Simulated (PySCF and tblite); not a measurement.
The numbers below are computed, except where a source is named.
System: C5H2N2O2, numbered as in [N:1]#[C:2][C:3](=[O:4])/[CH:5]=[C:6](\[OH:7])[C:8]#[N:9].

The path came from a restrained scan, a climbing-image band and a saddle search at GFN2-xTB; energies are PBE0/pcSseg-1 + D3(BJ)//GFN2-xTB, thermal terms GFN2-xTB. Rate constants are transition-state-theory values, counting equivalent paths, without tunnelling. Programs: tblite and PySCF.

Question: Estimate the barrier and the room-temperature rate of the rotation about the C3–C5 bond (torsion C2–C3–C5–C6 from -180° to 0°, rising).

Answer: The electronic barrier is 19.4 kcal/mol and ΔG‡(298 K) 19.0 kcal/mol, over a C1 saddle with an imaginary mode of 96i cm⁻¹ (GFN2-xTB). With 2 equivalent paths, k is 0.15 s⁻¹, a mean lifetime of the start of 6.5 s against this motion. The end lies 7.9 kcal/mol above the start in free energy.
